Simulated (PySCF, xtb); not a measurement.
C6H10, SMILES CCC=C=CC.

GFN2-xTB (xtb 6.7.1) at its own geometry gives an orbital gap of 5.35 eV and a dipole moment of 0.23 D.

The structure is a stationary point at PBE0-D3(BJ)/def2-SVP. The structure was generated by enumeration; whether it is a known compound was not checked. The values are those of a single conformer.

### Question
What does PBE/def2-TZVP (PySCF) give? (Estimate from the structure and the level; the computed values follow.)

### Answer
gap 5.45 eV (levels -5.90 and -0.46 eV), dipole 0.27 D.
